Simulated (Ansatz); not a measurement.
`C[CH2][InH][CH2]C`. The species carries charge 0 and has multiplicity 1. In: def2 effective core potential.

Cartesian coordinates in Å:
```
C 0.204 -1.587 1.373
C -0.085 -0.224 1.988
In -0.237 1.461 0.625
C -0.088 1.283 -1.535
C 0.074 -0.120 -2.103
H 0.263 -2.373 2.134
H -0.570 -1.887 0.662
H 1.152 -1.597 0.829
H 0.683 0.042 2.722
H -1.024 -0.245 2.553
H -0.492 3.046 1.302
H -0.981 1.768 -1.945
H 0.749 1.923 -1.837
H 0.140 -0.112 -3.197
H 0.978 -0.610 -1.732
H -0.766 -0.768 -1.838
```

(1) List the harmonic frequencies (cm⁻¹, unscaled) at PBE0-D4/def2-TZVP in Ansatz. (An estimate is asked.)

(2) Is this a minimum?

(3) Give the ideal-gas thermochemistry at 298.15 K and 1 bar (rigid rotor, harmonic oscillator; point group C2, symmetry number 2).

Answers

(1) Ansatz gave: 19, 57, 87, 179, 208, 232, 258, 339, 471, 471, 497, 557, 630, 920, 944, 966, 971, 1047, 1049, 1199, 1204, 1252, 1257, 1405, 1410, 1446, 1448, 1481, 1495, 1496, 1502, 1750, 3027, 3028, 3039, 3040, 3074, 3075, 3087, 3091, 3111, 3114.

(2) Yes, all 42 modes are real.

(3) Zero-point energy 352.5 kJ/mol; H(298) − E = 379.2 kJ/mol; entropy 402.7 J/(mol·K), of which translation 173.2, rotation 111.9, vibration 117.6; G(298) − E = 259.1 kJ/mol. Modes under 100 cm⁻¹ are hindered rotations or soft bends, so the harmonic entropy is rough.
